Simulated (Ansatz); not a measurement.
Ansatz results at the PBE0-D4/def2-TZVP geometry: HOMO–LUMO gap (ωB97M-V/def2-TZVPP) 9.78 eV; LUMO energy (PBE/def2-TZVPP) -1.61 eV; HOMO–LUMO gap (B3LYP/def2-TZVPP) 5.38 eV.

Question: Which molecule gave them?
A. `[SiH3][GeH]1[CH2][S]1`
B. `F[SiH]1[S][SnH2]1`
C. `B[Te][SiH2]N`
D. `IC1=CC1`

Answer: A. The others give `F[SiH]1[S][SnH2]1`: 9.11, -2.25, 5.14; `IC1=CC1`: 10.27, -1.69, 5.73; `B[Te][SiH2]N`: 9.19, -2.44, 4.95.

B3LYP here is the variant with VWN-RPA as its local correlation; programs differ in this.
